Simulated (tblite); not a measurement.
Ethyl trimethylhydrazine, C5H14N2.
Structure used (GFN2-xTB), in Å, numbered top down from 1:
```
atom  x, y, z in Å
C1     2.0760   -1.1995    0.0381
C2     1.4002   -0.1148   -0.7880
N3     0.3793    0.5597   -0.0049
C4    -0.1205    1.7606   -0.6500
N5    -0.5990   -0.3508    0.4498
C6    -1.0950    0.0287    1.7538
C7    -1.6711   -0.6661   -0.4756
H8     1.3405   -1.9333    0.3531
H9     2.8467   -1.6918   -0.5491
H10    2.5283   -0.7622    0.9235
H11    0.9916   -0.5543   -1.7147
H12    2.1330    0.6433   -1.0759
H13    0.6974    2.4770   -0.7173
H14   -0.9054    2.1966   -0.0337
H15   -0.5156    1.5873   -1.6622
H16   -1.5966   -0.8310    2.1975
H17   -1.8064    0.8683    1.7266
H18   -0.2456    0.3060    2.3730
H19   -1.2502   -0.9103   -1.4497
H20   -2.1945   -1.5443   -0.0991
H21   -2.4019    0.1480   -0.5957
```

Calculated harmonic vibrations of the isolated species, GFN2-xTB (tblite), most abundant isotopes, no scaling. Errors from tens to a few hundred cm⁻¹ against measured bands are possible. One conformer, not necessarily the lowest.

Harmonic wavenumbers (cm⁻¹): 66.1, 116.6, 186.1, 192.1, 212.2, 230.1, 241.6, 275.4, 304.2, 389.2, 433.2, 485.3, 524.3, 765.1, 835.0, 918.0, 990.6, 1029.9, 1053.0, 1059.3, 1069.6, 1088.5, 1131.3, 1141.9, 1169.3, 1211.8, 1220.0, 1251.7, 1269.8, 1344.2, 1396.8, 1400.7, 1405.9, 1412.6, 1476.5, 1479.4, 1480.8, 1483.8, 1488.8, 1493.0, 1500.7, 1502.2, 1504.9, 2809.6, 2850.2, 2856.6, 2863.1, 2963.3, 3001.3, 3007.5, 3008.3, 3019.4, 3021.3, 3040.5, 3043.4, 3052.5, 3062.0.

A = 3209, B = 2083, C = 1756 MHz; mass 102.116 u (most abundant isotopes); point group C1, symmetry number 1.

Q: Zero-point energy?

A: Half the sum of the wavenumbers: 41415 cm⁻¹ = 118.41 kcal/mol.

Q: Entropy at 350 K, 1 bar (ideal gas, RRHO, classical rotation)?

A: Translation 40.60, rotation 28.18, vibration 30.12: S = 98.9 cal/(mol K).

Q: And Cp and H(350 K) − H(0)?

A: Cp = 41.23 cal/(mol K), of which vibrations give 33.28 (their classical limit is 57 R = 113.3); H(350 K) − H(0) = 8.59 kcal/mol without the zero-point energy, 5.81 from vibrations.

Q: Blend soft modes into free rotors: weight 1/[1 + (100 cm⁻¹/ν̃)⁴] for the oscillator and the rest for a rotor with moment μB/(μ + B), μ = h/(8π²ν), B = 10⁻⁴⁴ kg m². What vibrational entropy results?

A: 28.93 cal/(mol K) in place of 30.12, which changes −T·S at 350 K by +0.42 kcal/mol.

Q: How do the functions run with temperature in this model?

A: 
```tsv
T (K)	S (cal/(mol K))	Cp (cal/(mol K))	H − H(0) (kcal/mol)	G − H(0) (kcal/mol)	ln q(vib)
100	64.6	17.9	1.18	-5.28	0.99
200	80.2	27.4	3.48	-12.56	3.22
300	92.9	36.3	6.65	-21.23	5.61
500	116.1	55.5	15.87	-42.16	10.39
800	147.1	76.6	35.92	-81.75	17.50
1000	165.3	86.3	52.26	-113.01	22.06
```

q(vib) and H(0) count from the zero-point level.

Hindered rotation and anharmonicity are outside this model. Other conformers, if any are populated, would add a mixing term that is left out. The structure is chiral; the term R ln 2 for an equal mix with its mirror image is left out.
